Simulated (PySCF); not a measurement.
## Assignment exercise: C5H2F4O2

Bonds (- single, = double, # triple, : aromatic): F1-C2 1.321 Å, C2=C3 1.332 Å, C3-C4 1.503 Å, C4-F5 1.333 Å, C4-F6 1.340 Å, C4-F7 1.339 Å, C3-O8 1.399 Å, O8-C9 1.378 Å, C9=C10 1.319 Å, C10-O11 1.402 Å, O11-C2 1.352 Å. C9 carries H12; C10 carries H13.

All values are calculated (PySCF 2.14): structure optimised with GFN2-xTB, NMR shieldings at PBE0/pcSseg-1/GIAO. Isolated molecule, averaged over atoms made equivalent by symmetry, fast rotation or ring inversion, one computed conformer, non-relativistic.

Chemical shifts δ = σref − σ; 13C and 1H against TMS, all at this level.

(1) Assign these signals to the numbered atoms. 13C{1H} NMR (computed): δ 164.6, 136.7, 132.4, 129.3, 116.6.

(2) Assign these signals to the numbered atoms. 1H NMR (600 MHz, computed): δ 5.75 (m, 1H), 5.74 (m, 1H).

## Answers

(1) 
| δ (ppm) | atoms | environment | reason |
| --- | --- | --- | --- |
| 164.6 | C2 | alkene carbon bearing oxygen | an sp2 carbon further deshielded by the attached heteroatom |
| 136.7 | C9 | alkene carbon bearing oxygen | – |
| 132.4 | C10 | alkene carbon bearing oxygen | – |
| 129.3 | C4 | CF3 carbon | 3 electronegative neighbours deshield it |
| 116.6 | C3 | alkene carbon bearing oxygen | the olefinic region |

(2) 
5.75 → H13, hydrogen on an alkene carbon bearing oxygen: a vinylic proton, deshielded by the sp2 carbon and the C=C anisotropy
5.74 → H12, hydrogen on an alkene carbon bearing oxygen

H13 and H12 lie closer than the usual error of such a calculation, so a measured spectrum could show them in the other order.

Splittings by 19F in the carbon and heteronuclear signals aren't shown, as no couplings were computed. Shifts are as computed. Against solution values, carbons near 30 ppm lie about +3 ppm off and those near 130 ppm about +5 ppm. Of 1211 compounds with measured shifts, 218 miss one by over three times the rms of a fit or turn the order of signals round; such compounds aren't used in these exercises. No couplings were computed; multiplicities are counted from neighbouring protons, with m where these are inequivalent, close in shift, in a saturated or five-membered ring or joined by F or P, and br s for small geminal =CH2 splittings.
